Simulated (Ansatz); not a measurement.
Species: GaH$_{2}$, charge 0, doublet. GaH2 (SMILES [GaH2], doublet).
B3LYP-D3(BJ)/def2-TZVP minimum from Ansatz (a first-principles code):
```xyz
3

Ga     0.0391     0.0090     0.0274
H     -0.3410    -1.4985    -0.3550
H     -0.8706     1.2189    -0.4942
```
Charge 0, spin multiplicity 2.

Total energies in hartree (Ansatz). Radicals and triplets start from unrestricted determinants; spin-orbit coupling is neglected. Cores are frozen in correlated methods (noble-gas shells, and filled d and f shells in the p block). No relativity. For partners of very few electrons the exact lower level stands in for a higher one. The spin of H2Ga ([GaH2], doublet) was assumed, and the state is the lowest solution found for it.

| species | HF/cc-pVTZ | CCSD(T)/cc-pVTZ | HF/cc-pVQZ | CCSD(T)/cc-pVQZ | CCSD(T)/cc-pV5Z | CCSDT(Q)/cc-pV5Z |
|---|---|---|---|---|---|---|
| 1: GaH2 (SMILES [GaH2], doublet) | -1924.39877 | -1924.48538 | -1924.40227 | -1924.49239 | -1924.49373 | -1924.49422 |
| 2: Ga (doublet) | -1923.26189 | -1923.30928 | -1923.26422 | -1923.31345 | -1923.31408 | -1923.31437 |
| 3: H (doublet) | -0.49981 | -0.49981 | -0.49995 | -0.49995 | -0.49999 | -0.49999 |

Work out the atomisation energy (electronic, to ground-state atoms) in kcal/mol: take Hartree-Fock from cc-pVQZ, extrapolate the CCSD(T) correlation energy as X^-3 (X = 3, 4), and add CCSDT(Q) - CCSD(T) in cc-pV5Z. 1 hartree = 627.51 kcal/mol.


Species 1: correlation (64·(-0.09012) - 27·(-0.08661))/37 = -0.09268; step -0.00049; E1 = -1924.40227 + (-0.09268) + (-0.00049) = -1924.49544
Species 2: correlation (64·(-0.04923) - 27·(-0.04739))/37 = -0.05057; step -0.00029; E2 = -1923.26422 + (-0.05057) + (-0.00029) = -1923.31508
Species 3: correlation (64·(0.00000) - 27·(0.00000))/37 = 0.00000; step +0.00000; E3 = -0.49995 + (0.00000) + (+0.00000) = -0.49995
-1·E1 +1·E2 +2·E3 = 0.18046 hartree = 113.2 kcal/mol.
